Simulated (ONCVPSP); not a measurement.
## An all-electron radial function and its pseudo partner (copper)

Columns: radius, all-electron u(r) and pseudo u(r) of the 3p shell (level -72.14 eV) of copper in the configuration [Ne] 3s2 3p6 3d10 4s1; PBE, scalar-relativistic, ONCV scheme, ONCVPSP 4.0.1.

| r (bohr) | all-electron | pseudo |
| --- | --- | --- |
| 0.062 | -0.4252 | 0.0353 |
| 0.125 | -0.6540 | 0.1384 |
| 0.188 | -0.4607 | 0.2951 |
| 0.250 | -0.0692 | 0.4817 |
| 0.312 | 0.3488 | 0.6777 |
| 0.375 | 0.7094 | 0.8646 |
| 0.438 | 0.9735 | 1.0210 |
| 0.500 | 1.1380 | 1.1333 |
| 0.562 | 1.2225 | 1.2000 |
| 0.625 | 1.2444 | 1.2223 |
| 0.688 | 1.2201 | 1.2050 |
| 0.750 | 1.1661 | 1.1579 |
| 0.812 | 1.0937 | 1.0903 |
| 0.875 | 1.0100 | 1.0091 |
| 0.938 | 0.9223 | 0.9222 |
| 1.000 | 0.8363 | 0.8363 |
| 1.062 | 0.7533 | 0.7532 |
| 1.125 | 0.6736 | 0.6735 |
| 1.188 | 0.5997 | 0.5996 |
| 1.250 | 0.5329 | 0.5328 |
| 1.312 | 0.4722 | 0.4721 |
| 1.375 | 0.4165 | 0.4165 |
| 1.438 | 0.3667 | 0.3666 |
| 1.500 | 0.3228 | 0.3228 |
| 1.562 | 0.2838 | 0.2838 |
| 1.625 | 0.2487 | 0.2486 |

Question: How many radial nodes do the two functions have?

Answer: The all-electron 3p function has n − l − 1 = 1; the pseudo-wave has 0, since the states of the same l below it are removed with the core.

Question: At about which radius was the pseudo-wave matched?

Answer: 1.10 bohr. The columns agree to 0.0005 from 0.94 bohr on; several derivatives are matched, so the curves merge somewhat inside the radius.

Question: Where does each function peak?

Answer: Outermost all-electron maximum near 0.62 bohr, pseudo maximum near 0.62 bohr (to the table’s step).

Question: Is the pseudo-wave norm-conserving?

Answer: Yes: the ONCV scheme keeps the norm inside the radius equal to the all-electron one, which fixes the energy derivative of the logarithmic derivative at the level.
